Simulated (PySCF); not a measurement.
A calculated (UHF, PySCF 2.14, x2c-TZVPall, scalar relativity by spin-free X2C-1e) atom or ion has these occupied shells.

| shell | electrons | orbital energy (eV) | rms radius, mean of both spins (bohr) |
| --- | --- | --- | --- |
| 1s β | 1 | -20125.6 | 0.0404 |
| 1s α | 1 | -20125.5 | 0.0404 |
| 2s α | 1 | -2934.3 | 0.166 |
| 2s β | 1 | -2933.5 | 0.166 |
| 2p α | 3 | -2619.6 | 0.148 |
| 2p β | 3 | -2618.8 | 0.148 |
| 3s α | 1 | -547.58 | 0.456 |
| 3s β | 1 | -547.17 | 0.456 |
| 3p α | 3 | -441.53 | 0.462 |
| 3p β | 3 | -441.01 | 0.462 |
| 3d α | 5 | -268.87 | 0.453 |
| 3d β | 5 | -267.61 | 0.453 |
| 4s α | 1 | -100.55 | 1.18 |
| 4s β | 1 | -95.189 | 1.18 |
| 4p α | 3 | -70.130 | 1.32 |
| 4p β | 3 | -62.874 | 1.32 |
| 4d α | 4 | -27.573 | 1.84 |

Q: Name the element and its charge.

A: Mo²⁺ (molybdenum, charge +2), in [Kr] 4d4, high-spin 5D determinant.
